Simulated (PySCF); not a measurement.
**Radial density of Ga⁺ (gallium, charge +1)**

B2PLYP, [Ar] 3d10 4s1 4p1, 4s spin antiparallel (an excited configuration). Computed with PySCF 2.14 in def2-TZVPPD (7s5p5d1f, 54 functions), with the non-relativistic Hamiltonian (point nucleus).

```json
{"r (bohr)": "0.000686", "4πr²ρ (e/bohr)": "0.1155", "4πr²(ρα − ρβ)": "-0.0001"}
{"r (bohr)": "0.00115", "4πr²ρ (e/bohr)": "0.3183", "4πr²(ρα − ρβ)": "-0.0002"}
{"r (bohr)": "0.00194", "4πr²ρ (e/bohr)": "0.8556", "4πr²(ρα − ρβ)": "-0.0004"}
{"r (bohr)": "0.00327", "4πr²ρ (e/bohr)": "2.233", "4πr²(ρα − ρβ)": "-0.0011"}
{"r (bohr)": "0.00549", "4πr²ρ (e/bohr)": "5.499", "4πr²(ρα − ρβ)": "-0.0027"}
{"r (bohr)": "0.00924", "4πr²ρ (e/bohr)": "12.35", "4πr²(ρα − ρβ)": "-0.0059"}
{"r (bohr)": "0.0155", "4πr²ρ (e/bohr)": "23.70", "4πr²(ρα − ρβ)": "-0.0105"}
{"r (bohr)": "0.0261", "4πr²ρ (e/bohr)": "35.26", "4πr²(ρα − ρβ)": "-0.0121"}
{"r (bohr)": "0.0440", "4πr²ρ (e/bohr)": "36.15", "4πr²(ρα − ρβ)": "-0.0011"}
{"r (bohr)": "0.0740", "4πr²ρ (e/bohr)": "30.18", "4πr²(ρα − ρβ)": "0.0135"}
{"r (bohr)": "0.124", "4πr²ρ (e/bohr)": "40.31", "4πr²(ρα − ρβ)": "-0.0095"}
{"r (bohr)": "0.209", "4πr²ρ (e/bohr)": "36.87", "4πr²(ρα − ρβ)": "-0.0095"}
{"r (bohr)": "0.352", "4πr²ρ (e/bohr)": "20.94", "4πr²(ρα − ρβ)": "0.0058"}
{"r (bohr)": "0.592", "4πr²ρ (e/bohr)": "26.40", "4πr²(ρα − ρβ)": "-0.0127"}
{"r (bohr)": "0.996", "4πr²ρ (e/bohr)": "10.72", "4πr²(ρα − ρβ)": "-0.0514"}
{"r (bohr)": "1.67", "4πr²ρ (e/bohr)": "2.048", "4πr²(ρα − ρβ)": "-0.2629"}
{"r (bohr)": "2.82", "4πr²ρ (e/bohr)": "0.7120", "4πr²(ρα − ρβ)": "0.0591"}
{"r (bohr)": "4.74", "4πr²ρ (e/bohr)": "0.09996", "4πr²(ρα − ρβ)": "0.0657"}
{"r (bohr)": "7.97", "4πr²ρ (e/bohr)": "0.002862", "4πr²(ρα − ρβ)": "0.0028"}
```

With the s spin flipped the determinant is a mixture of two multiplicities, not a spectroscopic state.
